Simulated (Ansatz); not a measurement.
Complex (SMILES): F (HF) with S (H2S), atoms 1 to 2 the first; geometry from B3LYP-D3(BJ)/def2-TZVP, monomers rigid:
```xyz
5

F      1.0514    -0.0999    -0.0372
H      0.2433     0.3752     0.0204
S     -1.5978     1.6545     0.0327
H     -1.5779     1.8425    -1.2976
H     -0.9121     2.7859     0.2673
```

Basis-set convergence of the counterpoise-corrected interaction energy at HF with Ansatz (a first-principles code). Cartesian d functions, on some or all atoms, in 6-31+G*, 6-311+G**; all else is spherical. No added dispersion term, no relativity. Functions are those of the species that has most. Reference: the value in aug-pcseg-3, -3.21 kcal/mol. Deviations are taken from unrounded values.

| basis | functions | counterpoise-corrected interaction energy (kcal/mol) | minus reference (kcal/mol) |
|---|---|---|---|
| 3-21G | 28 | -1.00 | 2.21 |
| 6-31G | 28 | -1.97 | 1.24 |
| pcseg-0 | 28 | -2.72 | 0.49 |
| def2-SVP | 47 | -3.25 | -0.05 |
| 6-31+G* | 48 | -2.90 | 0.31 |
| 6-311+G** | 71 | -3.12 | 0.09 |
| def2-SVPD | 74 | -3.26 | -0.05 |
| aug-cc-pV(D+d)Z | 82 | -3.29 | -0.08 |
| 6-311++G(2d,2p) | 92 | -3.42 | -0.21 |
| pcseg-2 | 106 | -3.12 | 0.09 |
| cc-pV(T+d)Z | 111 | -3.00 | 0.21 |
| def2-TZVPD | 113 | -3.15 | 0.06 |
| jun-cc-pV(T+d)Z | 129 | -3.22 | -0.01 |
| cc-pV(Q+d)Z | 209 | -3.13 | 0.08 |
| def2-QZVPPD | 244 | -3.20 | 0.01 |
| aug-cc-pV(Q+d)Z | 307 | -3.21 | 0.00 |
| cc-pV(5+d)Z | 356 | -3.20 | 0.01 |
| pcseg-4 | 389 | -3.21 | 0.00 |
